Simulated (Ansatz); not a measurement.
`[SiH3]O[Si]Br` + `[NH2][SbH2]` → `[SiH3][NH][SbH2]` + `O[Si]Br` at 700 K and 1 bar (ligand exchange at the Si–O bond).

Program: Ansatz. Geometries: PBE0-D4/def2-TZVP. ΔE: electronic, gas phase. CBS: MP2 limit from def2 TZ/QZ plus the TZ coupled-cluster correction, frozen cores. Elements past krypton have def2 core potentials. For Br, Sb outer-core shells are correlated without core-valence functions, which leaves a few kJ/mol of doubt a bond. Scalar relativity is left out up to krypton. One conformer a species, not always the lowest.

| species | CCSD(T)/CBS energy (Eh) | H − E (kJ/mol) | S (J/(mol·K)) |
| --- | --- | --- | --- |
| `[SiH3]O[Si]Br` | -3228.55316 | 145.1 | 444.5 |
| `[NH2][SbH2]` | -297.10356 | 147.6 | 344.4 |
| `[SiH3][NH][SbH2]` | -587.40566 | 212.2 | 445.7 |
| `O[Si]Br` | -2938.23569 | 79.1 | 346.3 |

H − E and S are ideal-gas, rigid-rotor, harmonic terms from PBE0-D4/def2-TZVP, for one conformer and one mirror image of each species. 1 Eh = 2625.50 kJ/mol, R = 8.31446 J/(mol·K).

Question: By hand: ΔE, ΔH, ΔS and ΔG.

Answer: ΔE = (-587.40566) + (-2938.23569) − (-3228.55316) − (-297.10356) = 0.01537 Eh = 40.4 kJ/mol. Δ(H − E) = 212.2 + 79.1 − 145.1 − 147.6 = -1.4, so ΔH = 39.0 kJ/mol. ΔS = 445.7 + 346.3 − 444.5 − 344.4 = 3.1 J/(mol·K). ΔG = 39.0 − 700 × (3.1)/1000 = 36.8 kJ/mol.

Question: By hand: the equilibrium constant, and the temperature at which ΔG would vanish if ΔH and ΔS stayed fixed.

Answer: log₁₀ K = −ΔG/(RT ln 10) = -2.7. ΔG = 0 at ΔH/ΔS = 12581 K, far beyond where these terms or the molecules hold.

The number of gas molecules stays the same, so ΔS is small and ΔH decides. A doubt of 5 kJ/mol in ΔE shifts log₁₀ K by 0.4 here. Other conformers and mirror images would add mixing entropy, several J/(mol·K) or more a flexible species. These are equilibria of isolated gas molecules and say nothing of rates. Largest T1 diagnostic: 0.013 (customary marks: 0.02 for closed shells, 0.045 for open ones).
